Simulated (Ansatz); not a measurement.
Reaction (ligand exchange at the Si–C bond): `O[SiH2]C#[C][GeH3]` + `O[SiH2][SiH3]` → `O[SiH2]O[SiH2][SiH3]` + `C#[C][GeH3]`

Computed with Ansatz on PBE0-D4/def2-TZVP structures; ΔE is electronic, products minus reactants. CBS: MP2 limit from def2 TZ/QZ plus the TZ coupled-cluster correction, frozen cores. Functionals use def2-TZVPP. B3LYP here is the variant with VWN-RPA as its local correlation; programs differ in this. For Ge outer-core shells are correlated without core-valence functions, which leaves a few kJ/mol of doubt a bond. Scalar relativity is left out up to krypton. Each species was taken in one conformer, which may not be the lowest.

```tsv
level	ΔE (kJ/mol)
B3LYP-D4	-90.0
B2PLYP	-87.0
PBE	-71.8
CCSD/def2-TZVPP	-91.3
CCSD(T)/def2-TZVPP	-88.7
HF/def2-QZVPP	-101.6
SCS-MP2/def2-QZVPP	-89.9
MP2/CBS(def2)	-87.6
```

**Question.** What does CCSD(T)/CBS give? (Estimate.)

**Answer.** The calculation gave: -89.2 kJ/mol. The listed levels differ from it by -0.8, 2.2, 17.4, -2.1, 0.5, -12.4, -0.7, 1.6 kJ/mol.

Largest T1 diagnostic among the species: 0.012.

In def2-TZVPP, CCSD(T) changes the Hartree–Fock value by +11.1 kJ/mol (the triples alone add +2.6 kJ/mol) and MP2 by +12.6 kJ/mol. From PBE to PBE0 (25 % exact exchange), in def2-TZVPP and without D4, ΔE moves by −6.3 kJ/mol.
